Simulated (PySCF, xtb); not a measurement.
Ti(Cl)3(SH) (Cl3HSTi), SMILES [Ti]([SH])([Cl])([Cl])[Cl], multiplicity 1.

GFN2-xTB (xtb) at its own geometry gives an orbital gap of 1.87 eV and a dipole moment of 1.03 D.

Geometry: B3LYP-D3(BJ)/def2-SVP. The multiplicity is an assumed one; no other spin state was optimised. The structure was generated by enumeration; whether it is a known compound was not checked. The values are those of a single conformer.

What does PBE/def2-TZVP run with PySCF give? (The exact figures need the calculation; the answer reports its results.)

gap 2.57 eV (levels -7.10 and -4.53 eV), dipole 0.84 D.
